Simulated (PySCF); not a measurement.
# What a mistake does to a calculation on B2CH8Si

Calculated results; nothing here was measured. The program is PySCF 2.14.0, an open-source quantum chemistry code, run on an isolated molecule that a program drew, which may never have been made. The molecule is B2CH8Si (charge 0, singlet), drawn as the SMILES string `CBB[SiH3]`.

Each row is a Hartree-Fock (HF) and frozen-core CCSD(T) single point in the cc-pV(D+d)Z basis, meant for a local HF minimum. Run 1 is clean. Each other run has one planted mistake out of seven kinds, and not every kind appears here: one electron removed, one electron added, multiplicity raised by two, geometry at a saddle point, minimal basis STO-3G, one bond length entered in bohr, all coordinates scaled. The reference is restricted for singlets and unrestricted otherwise, and also for a bond in bohr. Adding or removing an electron swaps singlet and doublet. Electrons count all cores. HOMO and LUMO are orbital energies over both spins, the gradient is its largest component, and the lowest frequency (negative if imaginary) is given only where the gradient is small. Bond lengths are over the 11 bonds as drawn. T1 is the CCSD diagnostic: over 0.02 (restricted) or 0.045 (unrestricted) a single reference is doubtful.

Geometry of the clean run:
```xyz
12
B2CH8Si, angstrom
C    -2.1293    1.4239    1.6747
B    -2.0456   -0.1298    1.3771
B    -0.9312   -0.8817    0.3718
Si   -1.1935   -1.2082   -1.6313
H    -1.3679    2.0399    1.1923
H    -3.1158    1.7952    1.3712
H    -2.0720    1.5883    2.7573
H    -2.8738   -0.8317    1.9123
H     0.1100   -1.2898    0.8224
H    -1.1131   -2.6648   -1.9146
H    -0.1086   -0.5258   -2.3848
H    -2.4910   -0.7132   -2.1581
```

```
run,electrons,basis functions,<S^2>,HOMO (eV),LUMO (eV),gradient (hartree/bohr),lowest frequency (cm^-1),mean bond (Å),longest bond (Å),T1,HF (hartree),CCSD(T) (hartree),mistake
1,38,105,0.000,-10.54,1.62,1.6e-05,51,1.4062,2.046,0.0126,-380.78927,-381.28246,no fault
2,38,105,0.940,-9.24,1.37,1.8e-02,-,1.5718,3.867,0.0203,-380.69200,-381.16079,one bond length entered in bohr
3,39,105,0.761,-0.51,7.72,4.7e-02,-,1.4062,2.046,0.0131,-380.76648,-381.28177,one electron added
4,38,105,0.000,-10.59,1.70,1.9e-02,-,1.3739,1.999,0.0126,-380.78400,-381.27525,?
5,38,105,2.035,-7.17,-1.25,4.2e-02,-,1.4062,2.046,0.0246,-380.66999,-381.16007,?
```

**Which mistake was planted in run 4, and what did it cost?**

The mean and the longest bond both change by the same factor, 0.977, and the gradient is no longer small. So the mistake is: all coordinates scaled. Subtracting run 1 and multiplying by 627.51 kcal/mol a hartree, the energy moved by 3.3 kcal/mol in HF and 4.5 kcal/mol in CCSD(T).

**Which mistake was planted in run 5, and what did it cost?**

Electrons, basis and geometry are unchanged, and <S^2> is 2.035, beside S(S+1) = 2.00 for a multiplicity of 3. So the mistake is: multiplicity raised by two. Subtracting run 1 and multiplying by 627.51 kcal/mol a hartree, the energy moved by 74.8 kcal/mol in HF and 76.8 kcal/mol in CCSD(T).

Cautions from the logs. Run 3: the added electron raises the CCSD(T) energy, so it isn't bound in this basis.
